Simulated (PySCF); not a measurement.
C7H5F2 (doublet state).
Structure used (GFN2-xTB), in Å, numbered top down from 1:
```xyz
14
C7H5F2 angstrom
C      2.387   -1.071    0.339
C      1.528   -0.291    0.043
C      0.454    0.600   -0.308
F      0.576    1.061   -1.601
C      0.144    1.743    0.701
C     -1.168    1.026    0.841
C     -0.956    0.035   -0.010
C     -1.641   -1.158   -0.546
F     -1.153   -2.312    0.035
H      3.151   -1.741    0.601
H      0.767    1.763    1.592
H      0.091    2.726    0.240
H     -2.713   -1.122   -0.324
H     -1.471   -1.258   -1.624
```

The hyperfine couplings belong to this conformer and change with its torsions.

Identity: `C#C[C@]1(F)C[C]=C1CF` [radical].

Level of theory: UKS B3LYP, pcH-1 on C F H, non-relativistic, mean-field spin-orbit, GIAO in PySCF 2.14.0. Isolated species at its GFN2-xTB geometry (one conformer only). The geometry wasn't refined by DFT: couplings that depend on bond lengths, twists or pyramidal angles can differ widely from those at the functional's own minimum. Stability of the SCF solution: not tested.

Question: Break the g tensor into its mass correction, gauge correction and orbital-Zeeman/spin–orbit terms.

Answer: 
| Δg (ppm) | 1 | 2 | 3 |
| --- | --- | --- | --- |
| relativistic mass correction | -177 | -177 | -177 |
| gauge correction | 18 | 16 | -13 |
| orbital Zeeman/spin–orbit | -758 | -64 | 370 |
| total | -917 | -225 | 180 |

So g = 2.00140, 2.00209, 2.00250 and g_iso = 2.00200; the tensor is rhombic: the two nearest values differ by 37 % of g3 − g1. 

Question: What effective moment and Curie constant follow for a powder?

Answer: With the mean of g² = 4.0080 and S(S+1) = 0.75: μ_eff = √(⟨g²⟩S(S+1)) = 1.734 μB and χT = 0.12505·⟨g²⟩·S(S+1) = 0.376 cm³ K/mol (cgs; spin-Hamiltonian part alone).

Question: What are the electron Larmor frequencies g μB B/h along the three axes at 340 mT?

Answer: 9.5241, 9.5274, 9.5293 GHz for g1, g2 and g3, a range of 5.2 MHz.

Question: Average each term over the three axes. Which is largest in size?

Answer: The mass correction -177, the orbital-Zeeman/spin–orbit term -150 and the gauge correction 7 ppm, for a total of -321 ppm. The mass correction is the largest in size. The mass correction is the same along every axis, so the anisotropy comes from the other two: their spans along these axes are 31 (gauge) and 1128 ppm (orbital Zeeman/spin–orbit).

Question: In a frozen sample, at which fields do the three g values resonate at 9.5, 34, 94 and 263 GHz (hyperfine left aside), and which band first spreads them over more than twice a line width of 0.3 mT?

Answer: 
```tsv
band	GHz	B(g3) mT	B(g2) mT	B(g1) mT	spread mT
X	9.5	338.95	339.02	339.14	0.19
Q	34.0	1213.10	1213.34	1213.76	0.67
W	94.0	3353.85	3354.53	3355.69	1.84
J	263.0	9383.65	9385.55	9388.79	5.14
```

The spread grows in proportion to the frequency. Q band is the first where it exceeds 0.6 mT.

The largest Mulliken spin populations are on C6 (+0.93), C7 (-0.08) and C3 (+0.08). No atom but C6 exceeds +0.15. The positive populations add up to 1.09 and the negative ones to -0.09, together 2S = 1.

The HOMO–LUMO gaps are 6.20 eV among the α and 4.52 eV among the β orbitals.
